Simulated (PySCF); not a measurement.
Delta-SCF ions had no search for a lower state. 

Cartesian coordinates (Å):
```xyz
4

Al     0.0000     0.0000     0.0000
H      1.5768    -0.1689     0.0003
H     -0.9346    -1.2811    -0.0010
H     -0.6421     1.4500     0.0007
```
Charge 0, spin multiplicity 1.

**Question.** Estimate the HOMO–LUMO gap, vertical ionisation energy (Delta-SCF), HOMO, dipole moment and total energy that TPSSh-D3(BJ)/def2-TZVP // PBE0-D3(BJ)/def2-TZVP (PySCF) returns for this input.

**Answer.** 
```
Property                                      Result
--------------------------------------  ------------
HOMO–LUMO gap                                6.03 eV
vertical ionisation energy (Delta-SCF)      11.11 eV
HOMO                                        -8.04 eV
dipole moment                                 0.00 D
total energy                            -244.2258 Ha
```
